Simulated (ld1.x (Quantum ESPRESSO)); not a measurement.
**Reading a pseudo-wave (boron)**

Columns: radius, all-electron u(r) and pseudo u(r) of the 2s shell (level -9.36 eV) of boron in the configuration [He] 2s2 2p1; PBEsol, scalar-relativistic, TM scheme, ld1.x (Quantum ESPRESSO) 7.5.

```json
{"r (bohr)": "0.163", "all-electron": "0.3056", "pseudo": "-0.0744"}
{"r (bohr)": "0.325", "all-electron": "0.1883", "pseudo": "-0.1533"}
{"r (bohr)": "0.488", "all-electron": "-0.0371", "pseudo": "-0.2425"}
{"r (bohr)": "0.650", "all-electron": "-0.2568", "pseudo": "-0.3436"}
{"r (bohr)": "0.813", "all-electron": "-0.4378", "pseudo": "-0.4552"}
{"r (bohr)": "0.975", "all-electron": "-0.5714", "pseudo": "-0.5644"}
{"r (bohr)": "1.138", "all-electron": "-0.6610", "pseudo": "-0.6544"}
{"r (bohr)": "1.300", "all-electron": "-0.7120", "pseudo": "-0.7103"}
{"r (bohr)": "1.463", "all-electron": "-0.7327", "pseudo": "-0.7327"}
{"r (bohr)": "1.625", "all-electron": "-0.7302", "pseudo": "-0.7302"}
{"r (bohr)": "1.788", "all-electron": "-0.7109", "pseudo": "-0.7109"}
{"r (bohr)": "1.950", "all-electron": "-0.6801", "pseudo": "-0.6801"}
{"r (bohr)": "2.113", "all-electron": "-0.6416", "pseudo": "-0.6416"}
{"r (bohr)": "2.275", "all-electron": "-0.5989", "pseudo": "-0.5989"}
{"r (bohr)": "2.438", "all-electron": "-0.5538", "pseudo": "-0.5538"}
{"r (bohr)": "2.600", "all-electron": "-0.5087", "pseudo": "-0.5087"}
{"r (bohr)": "2.763", "all-electron": "-0.4642", "pseudo": "-0.4642"}
{"r (bohr)": "2.925", "all-electron": "-0.4216", "pseudo": "-0.4216"}
{"r (bohr)": "3.088", "all-electron": "-0.3811", "pseudo": "-0.3811"}
{"r (bohr)": "3.250", "all-electron": "-0.3433", "pseudo": "-0.3433"}
{"r (bohr)": "3.413", "all-electron": "-0.3082", "pseudo": "-0.3082"}
{"r (bohr)": "3.575", "all-electron": "-0.2761", "pseudo": "-0.2761"}
{"r (bohr)": "3.738", "all-electron": "-0.2466", "pseudo": "-0.2466"}
{"r (bohr)": "3.900", "all-electron": "-0.2200", "pseudo": "-0.2200"}
{"r (bohr)": "4.063", "all-electron": "-0.1958", "pseudo": "-0.1958"}
{"r (bohr)": "4.225", "all-electron": "-0.1741", "pseudo": "-0.1741"}
```

How many radial nodes do the two functions have?

The all-electron 2s function has n − l − 1 = 1; the pseudo-wave has 0, since the states of the same l below it are removed with the core.

At about which radius was the pseudo-wave matched?

1.60 bohr, where the columns begin to agree (steps of 0.16 bohr).

Is the pseudo-wave norm-conserving?

Yes: the TM scheme keeps the norm inside the radius equal to the all-electron one, which fixes the energy derivative of the logarithmic derivative at the level.
